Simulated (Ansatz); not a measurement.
One change: `[CH3][AlH][C]#N` becomes `[CH3][Al]([F])[C]#N`.

Ansatz, PBE0-D4/def2-TZVP geometries, multiplicity 1. 

```tsv
property	`[CH3][AlH][C]#N`
HOMO energy (PBE/def2-TZVPP) / eV	-7.49
HOMO–LUMO gap (PBE0/def2-TZVPP) / eV	6.66
HOMO energy (PBE0/def2-TZVPP) / eV	-8.78
LUMO energy (B3LYP/def2-TZVPP) / eV	-2.35
size of the dipole moment (PBE/def2-TZVPP) / D	3.89
LUMO energy (PBE0/def2-TZVPP) / eV	-2.11
```

Task: What does the change do to each property? (Estimate.)

Result: Computed: 
```json
{"property": "HOMO energy (PBE/def2-TZVPP) / eV", "`[CH3][Al]([F])[C]#N`": "-8.00", "shift": "-0.51"}
{"property": "HOMO–LUMO gap (PBE0/def2-TZVPP) / eV", "`[CH3][Al]([F])[C]#N`": "7.63", "shift": "0.97"}
{"property": "HOMO energy (PBE0/def2-TZVPP) / eV", "`[CH3][Al]([F])[C]#N`": "-9.45", "shift": "-0.67"}
{"property": "LUMO energy (B3LYP/def2-TZVPP) / eV", "`[CH3][Al]([F])[C]#N`": "-2.07", "shift": "0.28"}
{"property": "size of the dipole moment (PBE/def2-TZVPP) / D", "`[CH3][Al]([F])[C]#N`": "3.74", "shift": "-0.15"}
{"property": "LUMO energy (PBE0/def2-TZVPP) / eV", "`[CH3][Al]([F])[C]#N`": "-1.82", "shift": "0.29"}
```

With PBE0 the HOMO falls by 0.67 eV and the LUMO rises by 0.29 eV, so the gap widens by about 0.96 eV. PBE moves the HOMO by -0.51 eV and ωB97M-V by -0.74 eV. Dipoles are sizes alone; their direction can turn.

B3LYP here is the variant with VWN-RPA as its local correlation; programs differ in this.
